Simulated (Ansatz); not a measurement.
CH6N2Si, SMILES `N[SiH]1CN1`. Charge 0, multiplicity 1.

Cartesian coordinates in Å:
```
N -0.3046 1.2484 1.3466
Si 0.3533 -0.0198 0.4356
C -0.4218 -1.0196 -0.8844
N 0.4454 0.1618 -1.2446
H -1.0350 1.8467 1.0011
H -0.1836 1.3042 2.3427
H 1.4332 -0.6326 1.2419
H -0.0102 -2.0085 -1.0944
H -1.4538 -0.9260 -1.2186
H 1.1770 0.0455 -1.9260
```

Q: List the harmonic frequencies (cm⁻¹, unscaled) at PBE0-D4/def2-TZVP in Ansatz. (An estimate is asked.)

A: Ansatz gave: 155, 241, 260, 350, 433, 613, 691, 719, 769, 803, 899, 910, 1004, 1064, 1112, 1214, 1468, 1569, 2248, 3072, 3143, 3627, 3636, 3730.

Q: Is this a minimum?

A: Yes, all 24 modes are real.

Q: Give the ideal-gas thermochemistry at 298.15 K and 1 bar (rigid rotor, harmonic oscillator; point group C1, symmetry number 1).

A: Zero-point energy 201.8 kJ/mol; H(298) − E = 219.6 kJ/mol; entropy 307.8 J/(mol·K), of which translation 162.6, rotation 103.0, vibration 42.3; G(298) − E = 127.8 kJ/mol.

Q: And at 400, 500, 600, 800 and 1000 K?

A: 
```json
{"T (K)": "400", "H − E (kJ/mol)": "230.3", "S (J/mol/K)": "338.7", "G − E (kJ/mol)": "94.8"}
{"T (K)": "500", "H − E (kJ/mol)": "242.7", "S (J/mol/K)": "366.3", "G − E (kJ/mol)": "59.6"}
{"T (K)": "600", "H − E (kJ/mol)": "256.6", "S (J/mol/K)": "391.5", "G − E (kJ/mol)": "21.6"}
{"T (K)": "800", "H − E (kJ/mol)": "287.4", "S (J/mol/K)": "435.7", "G − E (kJ/mol)": "-61.2"}
{"T (K)": "1000", "H − E (kJ/mol)": "321.4", "S (J/mol/K)": "473.6", "G − E (kJ/mol)": "-152.2"}
```
